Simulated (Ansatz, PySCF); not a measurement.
C3H12OSi2, SMILES C([SiH](C)C)[SiH2]O. Atoms are numbered in the order given.

```xyz
18

C     -1.7377    -1.3073    -0.9195
Si    -1.3289     0.3958    -0.2172
C     -2.6877     0.9581     0.9643
C      0.3382     0.3525     0.6800
Si     1.7823    -0.3130    -0.3173
O      3.2673     0.0170     0.3832
H     -2.7225    -1.3046    -1.4141
H     -1.7630    -2.0656    -0.1193
H     -0.9893    -1.6290    -1.6617
H     -1.2265     1.3737    -1.3448
H     -3.6609     1.0168     0.4500
H     -2.7914     0.2527     1.8054
H     -2.4652     1.9532     1.3824
H      0.5822     1.3813     1.0012
H      0.2220    -0.2508     1.5991
H      1.5985    -1.7877    -0.4968
H      1.8365     0.3408    -1.6511
H      3.4316    -0.3637     1.2536
```

Coordinates come from a B3LYP-D3(BJ)/def2-SVP optimisation. This is a generated structure with no PubChem entry under its InChIKey; it may be hypothetical. The values are those of a single conformer.

Two levels are set side by side: PBE-D3(BJ)/def2-SVP (Ansatz, a quantum-chemistry and plane-wave program) and B3LYP-D3(BJ)/def2-SVP (Ansatz). Each level has its own optimised geometry; the coordinates shown are those of the second. Frequencies come from the Hessian of PySCF at each geometry. Differences are taken from unrounded values.

```tsv
quantity	B3LYP-D3(BJ)
mean bond length (Å)	1.382
bond C1–Si2 (Å)	1.887
bond Si2–C3 (Å)	1.886
bond Si2–C4 (Å)	1.894
bond C4–Si5 (Å)	1.877
bond Si5–O6 (Å)	1.675
bond C1–H7 (Å)	1.102
bond C1–H8 (Å)	1.103
bond C1–H9 (Å)	1.102
bond Si2–H10 (Å)	1.496
bond C3–H11 (Å)	1.102
bond C3–H12 (Å)	1.103
bond C3–H13 (Å)	1.102
bond C4–H14 (Å)	1.105
bond C4–H15 (Å)	1.106
bond Si5–H16 (Å)	1.497
bond Si5–H17 (Å)	1.486
highest harmonic wavenumber (cm⁻¹)	3874
mean harmonic wavenumber (cm⁻¹)	1283
zero-point energy (kcal/mol)	88.02
```

### Question
What does PBE-D3(BJ) give, and how far is it from B3LYP-D3(BJ)? (The exact figures need the calculation; the answer reports its results.)

### Answer

```
quantity                            PBE-D3(BJ)  PBE-D3(BJ) minus B3LYP-D3(BJ)
----------------------------------  ----------  -----------------------------
mean bond length (Å)                     1.390                          0.009
bond C1–Si2 (Å)                          1.893                          0.006
bond Si2–C3 (Å)                          1.892                          0.006
bond Si2–C4 (Å)                          1.901                          0.007
bond C4–Si5 (Å)                          1.884                          0.007
bond Si5–O6 (Å)                          1.688                          0.013
bond C1–H7 (Å)                           1.109                          0.007
bond C1–H8 (Å)                           1.110                          0.007
bond C1–H9 (Å)                           1.109                          0.007
bond Si2–H10 (Å)                         1.510                          0.014
bond C3–H11 (Å)                          1.109                          0.007
bond C3–H12 (Å)                          1.110                          0.007
bond C3–H13 (Å)                          1.109                          0.007
bond C4–H14 (Å)                          1.112                          0.007
bond C4–H15 (Å)                          1.113                          0.007
bond Si5–H16 (Å)                         1.512                          0.015
bond Si5–H17 (Å)                         1.500                          0.014
highest harmonic wavenumber (cm⁻¹)        3765                           -109
mean harmonic wavenumber (cm⁻¹)           1249                            -33
zero-point energy (kcal/mol)             85.73                          -2.29
```

GGA bonds tend to be longer and softer than those of functionals with exact exchange. Differences between two approximate levels are no errors against the true value.
